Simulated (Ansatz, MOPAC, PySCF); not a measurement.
Dimer: GaH3O (SMILES [OH][GaH2]) (first 5 atoms) with NH3 (SMILES N); geometry from B3LYP-D3(BJ)/def2-TZVP, rigid monomers moved along the line of their centres of mass till H3···N6 is 3.42 Å.
(charge 0, multiplicity 1):
```xyz
9

O     -0.027     1.194     1.190
Ga    -0.084    -0.038    -0.099
H      0.011     0.810     2.089
H     -0.146     0.523    -1.555
H     -0.068    -1.555     0.314
N      0.152    -0.075     5.391
H      0.996     0.207     5.876
H     -0.639     0.222     5.951
H      0.141    -1.089     5.356
```

Counterpoise-corrected where a basis set is named; no monomer relaxation.

The state that PM3 reach isn't checked.

The values were computed with Ansatz (Gaussian basis) for Hartree–Fock, density functionals and correlated methods; MOPAC for PM3 (differences of heats of formation); PySCF for the dispersion terms. Each number belongs to the level named beside it.

Q: Give the interaction energy at the level PM3.

A: -0.6 kcal/mol

Ansatz is an electronic-structure program.
